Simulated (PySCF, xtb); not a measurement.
SiF₂, SMILES [Si](F)F (connectivity only; charge and spin as stated), neutral, multiplicity 1.

Harmonic wavenumbers (cm⁻¹) from GFN2-xTB run with xtb 6.7.1 at its own minimum, in rising order: 326, 762, 813.

Question: What does PBE-D3(BJ)/def2-TZVP (PySCF) give at its own minimum? (The exact figures need the calculation; the answer reports its results.)

Answer: 317, 806, 824. Paired by order, the mean absolute difference is 21 cm⁻¹ and the zero-point energies are 2.7 and 2.8 kcal/mol.
